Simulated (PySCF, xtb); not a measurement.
C₃H₆FNSi, SMILES F[SiH2]N1C=CC1.

GFN2-xTB run with xtb 6.7.1 at its own geometry gives an orbital gap of 4.31 eV and a dipole moment of 1.62 D.

Geometry optimised at PBE-D3(BJ)/def2-SVP. This is a generated structure with no PubChem entry under its InChIKey; it may be hypothetical. Other conformers were not sampled.

Q: What does PySCF with PBE/def2-TZVP give? (Estimate from the structure and the level; the computed values follow.)

A: gap 4.43 eV (levels -5.21 and -0.78 eV), dipole 1.59 D.
